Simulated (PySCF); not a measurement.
C₆ coefficients of unlike pairs at r2SCANh

Calculated with PySCF 2.14 from the dipole response of each species, C₆(A,B) = (3/π) ∫ α_A(iu) α_B(iu) du, in atomic units, from isotropic polarisabilities. For ions this is the dispersion term alone; charge-induced terms of lower order in 1/R come first.

| species | configuration | basis | relativity | α (bohr³) | C₆ (like pair) |
| --- | --- | --- | --- | --- | --- |
| N+ | [He] 2s2 2p2 (3P) | aug-cc-pVQZ-DK (6s5p4d3f2g) | spin-free X2C | 3.932 | 8.642 |
| O(3+) | [He] 2s2 2p1 (2P) | dyall-acv3z (15s9p4d2f) | spin-free X2C | 1.397 | 1.349 |
| P(3+) | [Ne] 3s2 (1S) | aug-cc-pCVQZ-DK (10s9p7d5f3g) | spin-free X2C | 6.854 | 17.96 |
| Ne+ | [He] 2s2 2p5 (2P) | aug-cc-pCVTZ-DK with one added diffuse shell each of s, p, d, f type (8s7p5d3f) | spin-free X2C | 1.343 | 2.399 |

Question: Estimate C₆ for P(3+) with N+.

Answer: The integral gives 12.18. The combination rule 2 C_A C_B / (C_A α_B/α_A + C_B α_A/α_B) gives 12.24 and the geometric mean 12.46.

No spin-orbit coupling is included.

The other pairs:

```
        pair     C₆
     Ne+, N+  4.247
   O(3+), N+  3.394
  Ne+, O(3+)  1.738
  Ne+, P(3+)  5.551
P(3+), O(3+)  4.689
```
